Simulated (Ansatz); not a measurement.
ClMoO2 (SMILES [O]=[Mo](=[O])[Cl]), doublet, at a GFN2-xTB geometry (such geometries of metal compounds can be far from the true shape) (the multiplicity is a formal guess) (core potentials on Mo). Base run: BLYP/def2-SVP (Ansatz, an electronic-structure program).

Input for Ansatz:
Ansatz 0.2 input:
```yaml
crystal:
  periodic: [false, false, false]
  atoms:
    - {symbol: Mo, position_ang: [0.14669138, -0.21723107, 0.15452262]}
    - {symbol: O, position_ang: [1.66014683, -0.63486897, -0.28870204]}
    - {symbol: O, position_ang: [-0.59279660, -0.94573945, 1.41303363]}
    - {symbol: Cl, position_ang: [-0.86469647, 1.28050426, -0.91085900]}
basis:
  gaussian:
    orbitals: def2-SVP
hamiltonian:
  xc: blyp
magnetization: {spin_polarized: true, initial_magnetization: 1}
```

The base run was repeated with changes; each row names its change, and settings that it needs were set with it.

| change | ΔE vs base (mEh) |
|---|---|
| base | 0.000 |
| occupation = up:A1:12 B1:5 B2:7 down:A1:11 A2:1 B1:4 B2:7 | 228.7 |
| symmetry_tolerance_ang = 0.01 | 0.000 |
| occupation = up:A1:11 A2:2 B1:4 B2:7 down:A1:11 A2:1 B1:4 B2:7 | 109.7 |
| occupation = up:A1:12 A2:2 B1:3 B2:7 down:A1:11 A2:1 B1:4 B2:7 | 229.8 |
| occupation = up:A1:12 A2:1 B1:3 B2:8 down:A1:11 A2:1 B1:4 B2:7 | 311.6 |
| occupation = up:A1:12 A2:1 B1:4 B2:7 down:A1:11 A2:1 B1:4 B2:7 | 0.000 |
